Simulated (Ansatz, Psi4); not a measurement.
# BF3 (boron trifluoride): from total energies to a heat of formation

The species is BF3 (4 atoms), meant as a singlet with charge 0. SMILES: `FB(F)F`. The shape is that of a PBE0-D4/def2-TZVP optimisation.

```xyz
4

F     0.5439    0.2107    1.1743
B     0.0000    0.0000    0.0000
F    -0.2652   -1.2235   -0.3896
F    -0.2787    1.0128   -0.7847
```

Total energies at SVWN5/aug-cc-pVDZ (Psi4 1.11); the atoms run unrestricted:

| species | state | energy (Eh) |
| --- | --- | --- |
| BF3 | singlet | -322.424650 |
| F | doublet | -99.074778 |
| B | doublet | -24.350156 |

Harmonic wavenumbers at PBE0-D4/def2-TZVP, in cm⁻¹: 475, 475, 690, 897, 1487, 1487.

Measured heats of formation of the gaseous atoms at 298.15 K, in kJ/mol: F 79.4, B 570.3. Spin-orbit lowering of the atoms at 298 K (mean of the ground term's levels less their thermal mean, from spectra), in kJ/mol: F 1.29, B 0.00. Take 1 Eh = 2625.50 kJ/mol, 1 cm⁻¹ = 0.0119627 kJ/mol, RT = 2.479 kJ/mol.

Task: Work out the heat of formation of the gas at 298 K.

Result: 
1. Electronic atomisation energy: 3 × (-99.074778) + (-24.350156) − (-322.424650) = 0.850160 Eh = 2232.1 kJ/mol.
2. Zero-point energy: half the sum of the wavenumbers, 2755.5 cm⁻¹ = 33.0 kJ/mol.
3. Thermal vibrational enthalpy, Σ hcν̃/(exp(hcν̃/kT) − 1): 1.8 kJ/mol. Translation, rotation and pV of a non-linear molecule: 4 RT = 9.9 kJ/mol.
4. The 4 free atoms carry 5/2 RT each: 24.8 kJ/mol.
5. Spin-orbit coupling lowers the free atoms by 3 × 1.29 + 0.00 = 3.9 kJ/mol.
6. Atomisation enthalpy at 298 K: 2232.1 − 3.9 − 33.0 − 1.8 − 9.9 + 24.8 = 2208.3 kJ/mol.
7. Sum of the atoms' heats of formation: 808.5 kJ/mol. Heat of formation: 808.5 − 2208.3 = -1399.8 kJ/mol.

No measured value is set beside it here. The LDA overbinds, which puts heats of formation too low. Anharmonicity and any spin-orbit splitting of the molecule are left out.
